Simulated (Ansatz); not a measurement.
Total energies of Sr₆S₅ from Ansatz at PBE-D4/def2-TZVP, gas phase (1 Eh = 27.2114 eV = 2625.5 kJ/mol). The reference geometry is relaxed at PBE-D4/def2-SVP.

Cartesian coordinates in Å:
```
Sr -2.954 -1.924 -1.930
Sr 0.289 -1.749 0.594
Sr 2.592 1.509 1.215
Sr 2.184 0.222 -2.377
Sr -2.378 -0.043 3.242
Sr -1.115 1.454 -0.396
S 1.437 2.586 -1.090
S -0.401 -0.840 -2.161
S 2.998 -0.978 0.010
S 0.098 0.733 2.232
S -2.750 -0.971 0.661
```

```json
{"state": "charge 0 singlet", "geometry": "reference", "energy (Eh)": "-2175.18274"}
{"state": "charge 1 doublet", "geometry": "reference", "energy (Eh)": "-2175.04277"}
{"state": "charge -1 doublet", "geometry": "reference", "energy (Eh)": "-2175.22186"}
{"state": "charge -1 doublet", "geometry": "relaxed at PBE-D4/def2-SVP", "energy (Eh)": "-2175.22205"}
{"state": "charge 0 triplet", "geometry": "relaxed at PBE-D4/def2-SVP", "energy (Eh)": "-2175.18164"}
{"state": "charge 0 quintet", "geometry": "relaxed at PBE-D4/def2-SVP", "energy (Eh)": "-2175.08226"}
```

In the def2 sets Sr takes a core potential; there is no spin–orbit coupling.

**Question.** Work out the vertical ionisation energy to the doublet.

**Answer.** E(charge 1 doublet) − E(charge 0 singlet) = -2175.04277 − (-2175.18274) = 0.13997 Eh = 3.81 eV. For comparison, −ε of the highest occupied level is 2.53 eV at this level, 1.28 eV less.

**Question.** Work out the vertical electron affinity, to the doublet.

**Answer.** E(charge 0 singlet) − E(charge -1 doublet) = -2175.18274 − (-2175.22186) = 0.03912 Eh = 1.06 eV. The basis lacks diffuse functions, which makes affinities too small.

**Question.** Give the fundamental gap IE − EA, the Mulliken electronegativity (IE + EA)/2 and the hardness (IE − EA)/2.

**Answer.** From the values in Eh: IE − EA = 0.13997 − 0.03912 = 0.10085 Eh = 2.74 eV; (IE + EA)/2 = 2.44 eV; (IE − EA)/2 = 1.37 eV. The HOMO–LUMO gap of the same run is 0.36 eV, 2.38 eV smaller than the fundamental gap.

**Question.** How much does the charge -1 doublet relax, and what is the adiabatic electron affinity?

**Answer.** Relaxation: -2175.22186 − (-2175.22205) = 0.00019 Eh = 0.01 eV. Adiabatic electron affinity: 0.03931 Eh = 1.07 eV, without zero-point energy. 

**Question.** Which of the charge 0 states is lowest, and how far above it are the others?

**Answer.** The singlet, but by less than the method's error, so the order isn't settled. triplet: -2175.18164 − (-2175.18274) = 0.00110 Eh = 2.9 kJ/mol; quintet: -2175.08226 − (-2175.18274) = 0.10048 Eh = 263.8 kJ/mol. The quintet differs in its bonds from the reference.

The restricted singlet is unstable towards broken spin symmetry in Hartree–Fock (as tested in another run); at PBE-D4/def2-TZVP this wasn't settled. At PBE-D4/def2-TZVP the charge -1 doublet is spin-contaminated (final ⟨S²⟩ up to 0.92, 0.75 for a pure state). At PBE-D4/def2-TZVP the relaxed charge -1 doublet is spin-contaminated (final ⟨S²⟩ up to 0.89, 0.75 for a pure state). At PBE-D4/def2-TZVP the highest occupied level of the charge -1 doublet lies above zero (up to 0.06 eV). By energy differences its removal costs 1.06 eV (vertical, to the charge 0 singlet, at PBE-D4/def2-TZVP); self-interaction error and the lack of diffuse functions both raise the level. At PBE-D4/def2-TZVP the highest occupied level of the relaxed charge -1 doublet lies above zero (up to 0.03 eV). Its loss leaves the charge 0 singlet, which lies 1.07 eV higher (each at its own geometry, at PBE-D4/def2-TZVP), but this difference is unsure: another spin of that charge lies lower.  

The structure comes from a short search, and lower isomers may exist.
